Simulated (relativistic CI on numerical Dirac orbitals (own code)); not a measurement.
Tm4+: 4s photoemission

Computed with this model: Dirac-Coulomb-Breit CI, KLI orbitals optimised for each configuration, model QED (radiative potential, 1s self-energy scaled to tabulated hydrogen-like ionisation energies), valence Slater integrals scaled by 0.8, multiplet model of photoemission in the sudden approximation; configurations [Xe] 4f11 → [Ar] 3d10 4s 4p6 4d10 4f11 5s2 5p6; 80 K; Lorentzian 2.1 eV and Gaussian 0.7 eV FWHM. Energies are those of the free ion, without screening or charge transfer. The energies are binding energies and can lie tens of eV above those of solids. Without intra-shell correlation the exchange splitting of an s hole comes out too large, often by half or more. S is read from ⟨S²⟩ = S(S + 1).

Computed curve for free ion, scaled to 100 at the maximum (points under 2 are left out and the grid is thinned):

(Energy (eV), Intensity): (525.8, 2.0), (526.4, 2.3), (527.0, 2.7), (527.4, 3.0), (528.0, 3.6), (528.6, 4.3), (529.2, 5.3), (529.8, 6.7), (530.2, 8.0), (530.8, 10.8), (531.4, 15.3), (532.0, 23.1), (532.6, 37.8), (533.0, 53.8), (533.6, 85.2), (534.2, 100.0), (534.8, 81.2), (535.4, 53.1), (535.8, 38.7), (536.4, 25.5), (537.0, 19.0), (537.6, 16.6), (538.0, 16.7), (538.6, 19.7), (539.2, 26.4), (539.8, 36.2), (540.4, 47.8), (540.8, 52.9), (541.4, 46.0), (542.0, 29.8), (542.6, 18.2), (543.2, 11.9), (543.6, 9.3), (544.2, 6.8), (544.8, 5.1), (545.4, 4.0), (546.0, 3.3), (546.4, 2.9), (547.0, 2.4), (547.6, 2.1)

The ground state has S = 1.47, and the centroid lies at 536.48 eV.
